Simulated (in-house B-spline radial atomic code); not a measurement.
RPA and G0W0 on BLYP: Br VIII (Br7+)

Configuration [Ar] 3d10, mean-field start BLYP. Computed with a B-spline radial code for spherical atoms: all electrons, non-relativistic, point nucleus, each spin shell either full or empty, empty states to l = 9 with an (l + 1/2)⁻⁴ tail; G0W0 by contour deformation at full frequency.

Command:
```bash
python run_gw.py task.json out
```
Settings (radii: box in bohr, nucleus in fm):
```
Z                        35
electrons                28
configuration            [Ar] 3d10
hamiltonian              nr
method                   b88,lyp
lmax                     9
spin_polarised           False
box_radius               8.41
intervals                49
```

Cost of the run: 1.7 s on 1 thread of Arm Neoverse N1 (shared host).

Energies (hartree):

```json
{"term": "mean-field total", "value": "-2560.84648"}
{"term": "Hartree-Fock functional on these orbitals", "value": "-2559.40417"}
{"term": "direct second order", "value": "-2.3928"}
{"term": "second-order exchange", "value": "0.69259"}
{"term": "SOSEX correction", "value": "0.64624"}
```

What is the RPA correlation energy, and what remains with SOSEX?

RPA gives -2.119 hartree (-2.06 eV per electron); RPA + SOSEX gives -1.4728, and the second-order doubles -1.7002 hartree (no singles). SOSEX takes back 30 % of the RPA value.

Quasi-particle levels (eV):

```csv
level,occupied,mean field,Σx - vxc,Σc,QP weight,G0W0
3d,yes,-176.76,-20.20,?,?,?
4s,no,-110.68,10.51,-1.43,0.993,-101.60
```

G0W0 = mean field + (Σx - vxc) + Σc, with Σc (partial-wave tail included) taken at the quasi-particle energy. Only the outer levels were computed. Levels of low weight are left out.

Where does G0W0 put 3d?

At -194.47 eV, with Σc = 2.50 eV and a quasi-particle weight of 0.965. The tabulated removal energy is 192.61 ± 0.06 eV (NIST, measured); the calculation leaves out relativity, Breit and QED terms, and what these don't explain is the method's own error.
